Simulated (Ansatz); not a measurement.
In(F)(Br)(Me) (CH₃BrFIn), SMILES [In]([Br])([F])[CH3].

Coordinates come from a PBE0-D3(BJ)/def2-SVP optimisation. The def2 effective core potentials stand for the cores of In; spin–orbit coupling is left out.

Two levels are set side by side: PBE/def2-SVPD (Ansatz, a quantum-chemistry and plane-wave program) and CAM-B3LYP/def2-SVPD (Ansatz). Energy differences of separate SCF runs at the same geometry; the states with an electron removed or added have multiplicity 2 and 2. Differences are taken from unrounded values.

```json
[
 {"quantity": "vertical ionisation energy (eV)", "CAM-B3LYP": "10.71"},
 {"quantity": "vertical electron affinity (eV)", "CAM-B3LYP": "0.42"},
 {"quantity": "vertical singlet–triplet gap (eV)", "CAM-B3LYP": "4.96"}
]
```

Task: What does PBE give, and how far is it from CAM-B3LYP? (The exact figures need the calculation; the answer reports its results.)

Result: 
```csv
quantity,PBE,PBE minus CAM-B3LYP
vertical ionisation energy (eV),10.16,-0.55
vertical electron affinity (eV),0.52,0.10
vertical singlet–triplet gap (eV),4.37,-0.58
```
